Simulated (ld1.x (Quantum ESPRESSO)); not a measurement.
## V (Z = 23) TM: all-electron and pseudo phase curves

| Item | Value |
| --- | --- |
| Element | vanadium (V) |
| Generator | ld1.x (Quantum ESPRESSO) 7.5 |
| Type | norm-conserving Troullier–Martins (Kleinman–Bylander form) |
| Functional | PBE |
| Relativity | scalar-relativistic |
| Frozen core | [Ar] |
| Valence charge | 5 |
| Reference configuration | 3d3.5 4s1.5 4p0 |
| Partial waves | 4s (bound): rc 2.05 bohr; 4p (bound, empty): rc 3.85 bohr; 3d (bound): rc 2.05 bohr |
| Local potential | all-electron potential smoothed inside 2.10 bohr (lloc = -1) |
| Core correction | a·sin(br)/r model core inside 1.85 bohr |

The phase is arctan(r·u′/u) with u = r·R(r), unwrapped; energies in Ry, scanned from -2 to 5 Ry. A pole is an energy at which the radial function vanishes at the test radius. The pseudo phase is shifted by a multiple of π to meet the all-electron one at the reference energy, and phase errors are pseudo minus all-electron; the curves can meet again beyond the range given. Levels narrower than the energy grid can be missing from the lists of poles.

For each channel, where are the poles, and over which energies does the pseudopotential scatter like the atom?

```
channel  radius (bohr)  reference energy (Ry)  poles, all-electron      poles, pseudo  unbroken range about the reference energy with phases within 0.05 rad  phase error 1 Ry above the reference energy (rad)
      s           4.19                  -0.31           0.05, 2.81   0.01, 0.25, 3.07                                                              below 0.1                                             -3.072
      p           4.19                  -0.09           0.54, 3.38   0.51, 2.02, 4.58                                                              below 0.9                                             -0.044
      d           4.19                  -0.26    -0.23, 1.46, 4.36  -0.23, 1.52, 4.74                                                              below 0.5                                             +0.035
```

Phases in the p channel:

| E (Ry) | all-electron | pseudo |
| --- | --- | --- |
| -2.00 | 1.391 | 1.391 |
| -1.52 | 1.359 | 1.359 |
| -1.04 | 1.302 | 1.302 |
| -0.56 | 1.149 | 1.148 |
| -0.08 | -0.278 | -0.278 |
| 0.40 | -1.502 | -1.510 |
| 0.88 | -1.692 | -1.731 |
| 1.36 | -1.927 | -2.851 |
| 1.84 | -3.573 | -4.633 |
| 2.32 | -4.488 | -4.824 |
| 2.80 | -4.633 | -5.340 |
| 3.28 | -4.701 | -7.540 |
| 3.76 | -4.752 | -7.750 |
| 4.24 | -4.809 | -7.820 |
| 4.72 | -4.912 | -7.866 |
